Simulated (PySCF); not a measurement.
# Computed properties of B(vinyl)(OH)(NH2) (C2H6BNO), SMILES C=CB(N)O

B(vinyl)(OH)(NH2) (C₂H₆BNO), SMILES C(B(N)O)=C. Coordinates come from a r2SCAN-D4/def2-SVP optimisation. The structure was generated by enumeration, and PubChem lists no compound with its InChIKey, so it may never have been made. Other conformers were not sampled. All values are computed for the isolated molecule unless a solvent is named; none is compared with measurement here.

**Structure.** All 27 harmonic modes at r2SCAN-D4/def2-SVP (PySCF) are real, so it is a minimum. With heavy atoms numbered as in [B:1]([CH:2]=[CH2:3])([OH:7])[NH2:9], the shortest bond between them is C2–C3 at 1.343 Å and the longest B1–C2 at 1.567 Å.

**Vibrations.** The strongest infrared lines (harmonic, unscaled, degenerate partners summed) lie at 1417 cm⁻¹ (194 km/mol, B 65 %, H 18 %, O 12 %), 1599 cm⁻¹ (169 km/mol, H 72 %, N 18 %), 433 cm⁻¹ (161 km/mol, H 94 %). The softest mode is at 90 cm⁻¹ and the zero-point energy is 55.4 kcal/mol.

**Electronic structure.** M06-2X/def2-TZVP (PySCF) places the frontier levels at -8.63 and 0.58 eV, a gap of 9.21 eV, and gives a dipole moment of 2.44 D and a mean polarisability of 49.7 bohr³. PBE/def2-TZVP (PySCF) at the same geometry gives -6.17 and -1.29 eV, so its gap is 4.33 eV narrower. An orbital gap is neither the optical nor the fundamental gap.

**Excitations.** TDDFT-ωB97X/def2-SVPD (PySCF) has S1 at 6.87 eV (180 nm, f = 0.489, bright); the most intense of the 10 singlets computed lies at 6.87 eV (f = 0.49). T1 (TDA) is at 4.07 eV. TDDFT-PBE/def2-SVPD (PySCF) puts S1 at 5.54 eV. No vertical singlet excitation falls in the visible range (under 3.1 eV).

**NMR.** GIAO shifts at B3LYP/pcSseg-1 (PySCF) (non-relativistic, atoms alike by connectivity averaged): ¹³C from 143.5 to 145.5 ppm against TMS; ¹H from 2.4 to 6.6 ppm against TMS; ¹¹B at 15.0 ppm against BF3.
